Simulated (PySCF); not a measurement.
# How methods differ on the electron affinity of V

V⁻ [Ar] 3d4 4s2 (5D) → V [Ar] 3d3 4s2 (4F), as a difference of total energies. Calculation: PySCF 2.14, in def2-TZVPPD (6s6p4d2f1g, 67 functions); no relativity, point nucleus. Correlated levels: valence and next inner shell: [Ne] frozen. The calculations carry no spin-orbit coupling.

```json
{"method": "UHF", "electron affinity (eV)": "-0.946"}
{"method": "MP2 (valence and next inner shell)", "electron affinity (eV)": "0.403"}
{"method": "SCS-MP2 (valence and next inner shell)", "electron affinity (eV)": "-0.206"}
{"method": "CCSD (valence and next inner shell)", "electron affinity (eV)": "0.183"}
{"method": "CCSD(T) (valence and next inner shell)", "electron affinity (eV)": "0.326"}
```

A first-order spin-orbit estimate (lowest level to lowest level, LS coupling) adds -0.015 eV.

These non-relativistic numbers lack the scalar-relativistic shift.

Errors of the correlated levels include the incompleteness of this basis and the frozen core.

A negative affinity means that the anion lies above the atom at that level of theory.

The coupled-cluster amplitudes are large for V⁻ (T1 above 0.03 or a double amplitude above 0.15), so a single reference is strained.

For comparison: 0.528 eV (measured; photodetachment measurements, as compiled on the Wikipedia data page of electron affinities).
